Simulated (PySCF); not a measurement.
CH₄N₂S. Atoms are numbered in the order given.

```xyz
8

N     -0.0578    -1.1562    -1.0536
C      0.0000     0.0000    -0.3161
N      0.0578     1.1562    -1.0536
S      0.0000     0.0000     1.3557
H      0.3054    -1.1706    -2.0095
H      0.0546    -2.0135    -0.5129
H     -0.3054     1.1706    -2.0095
H     -0.0546     2.0135    -0.5129
```
Charge 0, spin multiplicity 1.

Coordinates come from a PBE-D3(BJ)/def2-SVP optimisation. Other conformers were not sampled.

These are PBE/def2-TZVPD in PySCF values and carry that method's errors.

- total energy: -547.95549 hartree
- point group: C2
- highest occupied level: -4.97 eV
- lowest empty level: -1.43 eV
- orbital gap: 3.54 eV
- dipole moment: 4.74 D
- quadrupole, principal values (traceless, Buckingham form, about the centre of nuclear charge): -7.60, 1.08, 6.52 D·Å
- mean static polarisability: 61.0 bohr³ (9.04 Å³)
- polarisability, principal values: 41.9, 63.4, 77.8 bohr³
